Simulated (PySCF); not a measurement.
# C+ (carbon, charge +1) across methods

[He] 2s1 2p1 3d1, one real determinant (an excited configuration). Computed with PySCF 2.14 in x2c-QZVPPall with one added diffuse shell each of s, p, d, f type (8s5p4d3f1g, 73 functions), with scalar relativity by spin-free X2C-1e.

```json
{"method": "B3LYP", "E (hartree)": "-36.5789", "mean ε 2s α (eV)": "-35.715", "mean ε 2p α (eV)": "-27.756", "mean ε 3d α (eV)": "-5.150", "Σ⟨r²⟩ (bohr²)": "22.58", "⟨S²⟩": "3.750"}
{"method": "MN15", "E (hartree)": "-36.5540", "mean ε 2s α (eV)": "-36.349", "mean ε 2p α (eV)": "-28.075", "mean ε 3d α (eV)": "-4.805", "Σ⟨r²⟩ (bohr²)": "21.21", "⟨S²⟩": "3.750"}
{"method": "LDA", "E (hartree)": "-36.1917", "mean ε 2s α (eV)": "-33.930", "mean ε 2p α (eV)": "-25.778", "mean ε 3d α (eV)": "-4.700", "Σ⟨r²⟩ (bohr²)": "22.19", "⟨S²⟩": "3.750"}
{"method": "PBE0", "E (hartree)": "-36.5367", "mean ε 2s α (eV)": "-36.268", "mean ε 2p α (eV)": "-28.203", "mean ε 3d α (eV)": "-5.261", "Σ⟨r²⟩ (bohr²)": "22.58", "⟨S²⟩": "3.750"}
{"method": "LC-wPBE", "E (hartree)": "-36.5277", "mean ε 2s α (eV)": "-39.358", "mean ε 2p α (eV)": "-31.255", "mean ε 3d α (eV)": "-6.610", "Σ⟨r²⟩ (bohr²)": "22.35", "⟨S²⟩": "3.750"}
{"method": "PBE", "E (hartree)": "-36.5326", "mean ε 2s α (eV)": "-34.118", "mean ε 2p α (eV)": "-26.084", "mean ε 3d α (eV)": "-4.888", "Σ⟨r²⟩ (bohr²)": "22.41", "⟨S²⟩": "3.750"}
{"method": "r2SCAN", "E (hartree)": "-36.5651", "mean ε 2s α (eV)": "-34.772", "mean ε 2p α (eV)": "-26.799", "mean ε 3d α (eV)": "-4.758", "Σ⟨r²⟩ (bohr²)": "22.61", "⟨S²⟩": "3.750"}
{"method": "M06-L", "E (hartree)": "-36.5847", "mean ε 2s α (eV)": "-34.579", "mean ε 2p α (eV)": "-26.656", "mean ε 3d α (eV)": "-4.927", "Σ⟨r²⟩ (bohr²)": "22.69", "⟨S²⟩": "3.750"}
{"method": "UHF", "E (hartree)": "-36.47624", "mean ε 2s α (eV)": "-42.311", "mean ε 2p α (eV)": "-34.227", "mean ε 3d α (eV)": "-6.094", "Σ⟨r²⟩ (bohr²)": "23.10", "⟨S²⟩": "3.750"}
```

⟨L²⟩ = 8.00 against 12 for a pure F term, so this real determinant mixes terms. The outer electron is Rydberg-like, and this basis confines it to a smaller radius and binds it less than a complete one would.
